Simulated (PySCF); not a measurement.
C₃H₈Cl₂GaN (SMILES CC[N](C)[Ga]([Cl])[Cl]), singlet, geometry from GFN2-xTB (such geometries of metal compounds can be far from the true shape), with bond 8-5 at 1.8 times its length; CASSCF(6,5)/STO-3G (PySCF).

The PySCF input:
```python
from pyscf import gto, scf, mcscf
import numpy

mol = gto.M(
    atom='''
Ga    0.40843083   -0.19773367    0.24445906
Cl    1.55733728    1.42970668    0.89186655
Cl    1.25771279   -2.11263699    0.30399200
N    -1.42325483    0.02384233   -0.10654462
C    -2.18851313   -1.06595353   -0.69589713
C    -1.90165983    1.35736294   -0.43187646
C    -1.63169435    1.79125800   -1.87262314
H    -2.30114629   -0.96389972   -2.66136044
H    -3.20506798   -1.05488496   -0.28936258
H    -1.71940310   -2.01454588   -0.42468251
H    -2.97828085    1.39530473   -0.22802848
H    -1.40124889    2.05911297    0.24680905
H    -2.16892158    1.16662651   -2.58227757
H    -1.93981742    2.82350870   -2.01786116
H    -0.55939243    1.71079349   -2.07640927
''',
    basis='sto-3g',
    verbose=4,
)

mf = scf.RHF(mol)
mf.kernel()
mc = mcscf.CASSCF(mf, 5, 6)
mc.fix_spin_(ss=0.0)
mc.kernel()
occ = numpy.linalg.eigvalsh(mc.fcisolver.make_rdm1(mc.ci, mc.ncas, mc.nelecas))[::-1]
ss = mc.fcisolver.spin_square(mc.ci, mc.ncas, mc.nelecas)[0]
print('natural occupations', occ.round(4), ' <S^2>', round(ss, 4))
```

What the program printed (banner, timings and long lists left out):

```
PySCF version 2.14.0

[INPUT] verbose = 4
[INPUT] num. atoms = 15
[INPUT] num. electrons = 98
[INPUT] charge = 0
[INPUT] spin (= nelec alpha-beta = 2S) = 0
[INPUT] symmetry False subgroup None
[INPUT] Mole.unit = angstrom
[INPUT] Symbol           X                Y                Z      unit          X                Y                Z       unit  Magmom
[...]
nuclear repulsion = 768.335175122939
number of shells = 38
number of NR pGTOs = 192
number of NR cGTOs = 64
basis = sto-3g
ecp = {}

******** <class 'pyscf.scf.hf.RHF'> ********
method = RHF
initial guess = minao
damping factor = 0
level_shift factor = 0
DIIS = <class 'pyscf.scf.diis.CDIIS'>
diis_start_cycle = 1
diis_space = 8
diis_damp = 0
SCF conv_tol = 1e-09
SCF conv_tol_grad = None
SCF max_cycles = 50
direct_scf = True
direct_scf_tol = 1e-13
Set gradient conv threshold to 3.16228e-05
Initial guess from minao.
init E= -2978.25518158588
[...]
cycle= 1 E= -2980.50261658953  delta_E= -2.25  |g|= 0.457  |ddm|= 4.64
[...]
cycle= 2 E= -2980.61560622361  delta_E= -0.113  |g|= 0.125  |ddm|= 1.11
[...]
cycle= 3 E= -2980.62392618604  delta_E= -0.00832  |g|= 0.0438  |ddm|= 0.279
[...]
cycle= 4 E= -2980.62521557017  delta_E= -0.00129  |g|= 0.0186  |ddm|= 0.128
[...]
cycle= 5 E= -2980.62544045933  delta_E= -0.000225  |g|= 0.0059  |ddm|= 0.0485
[...]
cycle= 6 E= -2980.6254810842  delta_E= -4.06e-05  |g|= 0.0033  |ddm|= 0.0211
[...]
cycle= 7 E= -2980.62549739959  delta_E= -1.63e-05  |g|= 0.00127  |ddm|= 0.0176
[...]
cycle= 8 E= -2980.62550008648  delta_E= -2.69e-06  |g|= 0.00065  |ddm|= 0.00617
[...]
cycle= 9 E= -2980.6255011839  delta_E= -1.1e-06  |g|= 0.000228  |ddm|= 0.00501
[...]
cycle= 10 E= -2980.62550131647  delta_E= -1.33e-07  |g|= 7.47e-05  |ddm|= 0.00181
[...]
cycle= 11 E= -2980.62550132824  delta_E= -1.18e-08  |g|= 2.31e-05  |ddm|= 0.000526
[...]
cycle= 12 E= -2980.62550132918  delta_E= -9.43e-10  |g|= 1.04e-05  |ddm|= 0.00013
[...]
Extra cycle  E= -2980.62550132931  delta_E= -1.26e-10  |g|= 6.49e-06  |ddm|= 3.37e-05
converged SCF energy = -2980.62550132931

******** <class 'pyscf.mcscf.mc1step.CASSCF'> ********
CAS (3e+3e, 5o), ncore = 46, nvir = 13
max_cycle_macro = 50
max_cycle_micro = 4
conv_tol = 1e-07
conv_tol_grad = None
orbital rotation max_stepsize = 0.02
orbital rotation threshold for CI restart = 0.01
augmented hessian ah_max_cycle = 30
augmented hessian ah_conv_tol = 1e-12
augmented hessian ah_linear dependence = 1e-14
augmented hessian ah_level shift = 1e-08
augmented hessian ah_start_tol = 2.5
augmented hessian ah_start_cycle = 3
augmented hessian ah_grad_trust_region = 3
kf_trust_region = 3
kf_interval = 4
ci_response_space = 4
ci_grad_trust_region = 3
with_dep4 0
natorb = False
canonicalization = True
sorting_mo_energy = False
ao2mo_level = 2
internal_rotation = False
******** <class 'pyscf.fci.addons.SpinPenaltyFCISolver'> ********
max. cycles = 50
conv_tol = 1e-08
davidson only = True
linear dependence = 1e-12
level shift = 0.001
max iter space = 12
nroots = 1
pspace_size = 400
spin = None
CASCI E = -2980.65743925045  S^2 = 0.0000000
Set conv_tol_grad to 0.000316228
macro iter   1 ( 21 JK    4 micro), CASSCF E = -2980.70473851804  dE = -4.72992676e-02  S^2 = 0.0000000
               |grad[o]|=0.0624  |grad[c]|=0.0477  |ddm|=0.156  |maxRot[o]|=0.274
macro iter   2 ( 21 JK    4 micro), CASSCF E = -2980.71294616787  dE = -8.20764983e-03  S^2 = 0.0000000
               |grad[o]|=0.0393  |grad[c]|=0.0477  |ddm|=0.0689  |maxRot[o]|=0.216
macro iter   3 ( 21 JK    4 micro), CASSCF E = -2980.71660776136  dE = -3.66159349e-03  S^2 = 0.0000000
               |grad[o]|=0.0194  |grad[c]|=0.0234  |ddm|=0.0163  |maxRot[o]|=0.175
macro iter   4 ( 21 JK    4 micro), CASSCF E = -2980.71836503801  dE = -1.75727665e-03  S^2 = 0.0000000
               |grad[o]|=0.0148  |grad[c]|=0.0319  |ddm|=0.0122  |maxRot[o]|=0.142
macro iter   5 (  7 JK    2 micro), CASSCF E = -2980.72064580143  dE = -2.28076342e-03  S^2 = 0.0000000
               |grad[o]|=0.0116  |grad[c]|=0.00397  |ddm|=0.0255  |maxRot[o]|=0.0698
macro iter   6 ( 21 JK    4 micro), CASSCF E = -2980.72016980156  dE =  4.75999863e-04  S^2 = 0.0000000
               |grad[o]|=0.0103  |grad[c]|=0.0392  |ddm|=0.00398  |maxRot[o]|=0.101
macro iter   7 ( 21 JK    4 micro), CASSCF E = -2980.72136885913  dE = -1.19905756e-03  S^2 = 0.0000000
               |grad[o]|=0.0134  |grad[c]|=0.00425  |ddm|=0.00691  |maxRot[o]|=0.0319
macro iter   8 ( 21 JK    4 micro), CASSCF E = -2980.72201458573  dE = -6.45726603e-04  S^2 = 0.0000000
               |grad[o]|=0.0111  |grad[c]|=0.0231  |ddm|=0.00254  |maxRot[o]|=0.0931
macro iter   9 ( 21 JK    4 micro), CASSCF E = -2980.72213416268  dE = -1.19576946e-04  S^2 = 0.0000000
               |grad[o]|=0.0117  |grad[c]|=0.0711  |ddm|=0.00449  |maxRot[o]|=0.187
macro iter  10 ( 12 JK    3 micro), CASSCF E = -2980.72295239559  dE = -8.18232914e-04  S^2 = 0.0000000
               |grad[o]|=0.0184  |grad[c]|=0.019  |ddm|=0.00115  |maxRot[o]|=0.0747
macro iter  11 ( 17 JK    4 micro), CASSCF E = -2980.72373334409  dE = -7.80948501e-04  S^2 = 0.0000000
               |grad[o]|=0.0159  |grad[c]|=0.0817  |ddm|=0.00357  |maxRot[o]|=0.147
macro iter  12 ( 17 JK    4 micro), CASSCF E = -2980.72425367467  dE = -5.20330577e-04  S^2 = 0.0000000
               |grad[o]|=0.0291  |grad[c]|=0.0703  |ddm|=0.00111  |maxRot[o]|=0.128
macro iter  13 (  7 JK    2 micro), CASSCF E = -2980.72508607516  dE = -8.32400490e-04  S^2 = 0.0000000
               |grad[o]|=0.0291  |grad[c]|=0.0189  |ddm|=0.0162  |maxRot[o]|=0.0685
macro iter  14 (  7 JK    2 micro), CASSCF E = -2980.72522357329  dE = -1.37498132e-04  S^2 = 0.0000000
               |grad[o]|=0.0066  |grad[c]|=0.0176  |ddm|=0.00958  |maxRot[o]|=0.062
macro iter  15 ( 21 JK    4 micro), CASSCF E = -2980.72500175776  dE =  2.21815525e-04  S^2 = 0.0000000
               |grad[o]|=0.0201  |grad[c]|=0.0311  |ddm|=0.00851  |maxRot[o]|=0.211
[...]
               |grad[o]|=0.00665  |grad[c]|=0.0387  |ddm|=0.00149  |maxRot[o]|=0.0586
macro iter  22 (  7 JK    2 micro), CASSCF E = -2980.72523277394  dE = -4.15138447e-06  S^2 = 0.0000000
               |grad[o]|=0.00623  |grad[c]|=0.00127  |ddm|=0.000664  |maxRot[o]|=0.068
macro iter  23 (  7 JK    2 micro), CASSCF E = -2980.72523507655  dE = -2.30261048e-06  S^2 = 0.0000000
               |grad[o]|=0.00404  |grad[c]|=0.0191  |ddm|=8.14e-05  |maxRot[o]|=0.0692
macro iter  24 (  7 JK    2 micro), CASSCF E = -2980.72523910825  dE = -4.03170270e-06  S^2 = 0.0000000
               |grad[o]|=0.00368  |grad[c]|=0.0579  |ddm|=0.000153  |maxRot[o]|=0.0694
macro iter  25 (  7 JK    2 micro), CASSCF E = -2980.72524584736  dE = -6.73910563e-06  S^2 = 0.0000000
               |grad[o]|=0.00342  |grad[c]|=0.0911  |ddm|=0.000264  |maxRot[o]|=0.0696
macro iter  26 (  7 JK    2 micro), CASSCF E = -2980.72525711096  dE = -1.12636039e-05  S^2 = 0.0000000
               |grad[o]|=0.00317  |grad[c]|=0.103  |ddm|=0.000352  |maxRot[o]|=0.0697
macro iter  27 (  7 JK    2 micro), CASSCF E = -2980.72527715141  dE = -2.00404470e-05  S^2 = 0.0000000
               |grad[o]|=0.00302  |grad[c]|=0.0981  |ddm|=0.000455  |maxRot[o]|=0.0697
macro iter  28 (  7 JK    2 micro), CASSCF E = -2980.72531605156  dE = -3.89001511e-05  S^2 = 0.0000000
               |grad[o]|=0.00302  |grad[c]|=0.0791  |ddm|=0.00065  |maxRot[o]|=0.0698
macro iter  29 (  7 JK    2 micro), CASSCF E = -2980.72539963777  dE = -8.35862106e-05  S^2 = 0.0000000
               |grad[o]|=0.00336  |grad[c]|=0.0517  |ddm|=0.00106  |maxRot[o]|=0.0698
macro iter  30 (  7 JK    2 micro), CASSCF E = -2980.72560409140  dE = -2.04453630e-04  S^2 = 0.0000000
               |grad[o]|=0.00472  |grad[c]|=0.0244  |ddm|=0.00236  |maxRot[o]|=0.0698
macro iter  31 (  7 JK    2 micro), CASSCF E = -2980.72612275801  dE = -5.18666607e-04  S^2 = 0.0000000
               |grad[o]|= 0.01  |grad[c]|=0.00553  |ddm|=0.00807  |maxRot[o]|=0.0698
macro iter  32 ( 16 JK    4 micro), CASSCF E = -2980.72568859034  dE =  4.34167674e-04  S^2 = 0.0000000
               |grad[o]|=0.0256  |grad[c]|=0.0132  |ddm|=0.0109  |maxRot[o]|=0.132
macro iter  33 ( 21 JK    4 micro), CASSCF E = -2980.72577470674  dE = -8.61164012e-05  S^2 = 0.0000000
               |grad[o]|=0.0224  |grad[c]|=0.00667  |ddm|=0.00106  |maxRot[o]|=0.0191
macro iter  34 (  7 JK    2 micro), CASSCF E = -2980.72611164734  dE = -3.36940600e-04  S^2 = 0.0000000
               |grad[o]|=0.0113  |grad[c]|=0.0043  |ddm|=0.00216  |maxRot[o]|=0.0383
macro iter  35 (  7 JK    2 micro), CASSCF E = -2980.72649706763  dE = -3.85420297e-04  S^2 = 0.0000000
               |grad[o]|=0.00932  |grad[c]|=0.0029  |ddm|=0.00461  |maxRot[o]|=0.0517
macro iter  36 ( 17 JK    4 micro), CASSCF E = -2980.72625749960  dE =  2.39568033e-04  S^2 = 0.0000000
               |grad[o]|=0.00873  |grad[c]|=0.00846  |ddm|=0.0102  |maxRot[o]|=0.0973
macro iter  37 ( 21 JK    4 micro), CASSCF E = -2980.72635527847  dE = -9.77788650e-05  S^2 = 0.0000000
               |grad[o]|=0.0121  |grad[c]|=0.0017  |ddm|=0.00146  |maxRot[o]|=0.0255
macro iter  38 ( 17 JK    4 micro), CASSCF E = -2980.72649036059  dE = -1.35082124e-04  S^2 = 0.0000000
               |grad[o]|=0.00643  |grad[c]|=0.00412  |ddm|=0.00341  |maxRot[o]|=0.0355
macro iter  39 (  7 JK    2 micro), CASSCF E = -2980.72658429842  dE = -9.39378292e-05  S^2 = 0.0000000
               |grad[o]|=0.0034  |grad[c]|=0.00492  |ddm|=0.00522  |maxRot[o]|=0.0498
macro iter  40 (  7 JK    2 micro), CASSCF E = -2980.72662515822  dE = -4.08598012e-05  S^2 = 0.0000000
               |grad[o]|=0.00449  |grad[c]|=0.00499  |ddm|=0.00564  |maxRot[o]|=0.0478
macro iter  41 ( 17 JK    4 micro), CASSCF E = -2980.72659042066  dE =  3.47375653e-05  S^2 = 0.0000000
               |grad[o]|=0.00367  |grad[c]|=0.00592  |ddm|=0.00604  |maxRot[o]|=0.124
macro iter  42 ( 21 JK    4 micro), CASSCF E = -2980.72662368559  dE = -3.32649383e-05  S^2 = 0.0000000
               |grad[o]|=0.00552  |grad[c]|=0.002  |ddm|=0.00154  |maxRot[o]|=0.0718
macro iter  43 ( 21 JK    4 micro), CASSCF E = -2980.72662464836  dE = -9.62766990e-07  S^2 = 0.0000000
               |grad[o]|=0.00379  |grad[c]|=0.00678  |ddm|=0.0037  |maxRot[o]|=0.166
macro iter  44 ( 21 JK    4 micro), CASSCF E = -2980.72649743159  dE =  1.27216769e-04  S^2 = 0.0000000
               |grad[o]|=0.0043  |grad[c]|=0.0298  |ddm|=0.0119  |maxRot[o]|=0.206
macro iter  45 ( 21 JK    4 micro), CASSCF E = -2980.72662394314  dE = -1.26511544e-04  S^2 = 0.0000000
               |grad[o]|=0.0129  |grad[c]|=0.00294  |ddm|=0.00114  |maxRot[o]|=0.047
macro iter  46 ( 21 JK    4 micro), CASSCF E = -2980.72669365432  dE = -6.97111795e-05  S^2 = 0.0000000
               |grad[o]|=0.00877  |grad[c]|=0.0119  |ddm|=0.00435  |maxRot[o]|=0.0742
macro iter  47 ( 21 JK    4 micro), CASSCF E = -2980.72671048968  dE = -1.68353613e-05  S^2 = 0.0000000
               |grad[o]|=0.00635  |grad[c]|=0.00848  |ddm|=0.00295  |maxRot[o]|=0.076
macro iter  48 ( 21 JK    4 micro), CASSCF E = -2980.72672520675  dE = -1.47170681e-05  S^2 = 0.0000000
               |grad[o]|=0.00532  |grad[c]|=0.00613  |ddm|=0.00704  |maxRot[o]|=0.143
macro iter  49 ( 21 JK    4 micro), CASSCF E = -2980.72665251584  dE =  7.26909047e-05  S^2 = 0.0000000
               |grad[o]|=0.00876  |grad[c]|=0.0369  |ddm|=0.0226  |maxRot[o]|=0.105
macro iter  50 ( 21 JK    4 micro), CASSCF E = -2980.72667221986  dE = -1.97040222e-05  S^2 = 0.0000000
               |grad[o]|=0.00787  |grad[c]|=0.00119  |ddm|=0.00081  |maxRot[o]|=0.0127
1-step CASSCF not converged,  50 macro (723 JK 158 micro) steps
CASSCF canonicalization
Density matrix diagonal elements [1.99637762 1.94761585 1.73796206 0.08863038 0.22941408]
CASSCF energy = -2980.72667221986
CASCI E = -2980.72667221986  E(CI) = -7.76827048140285  S^2 = 0.0000000
natural occupations [1.9969 1.9706 1.7167 0.2833 0.0326]  <S^2> 0.0
```

The run did not converge; its last values are not results.
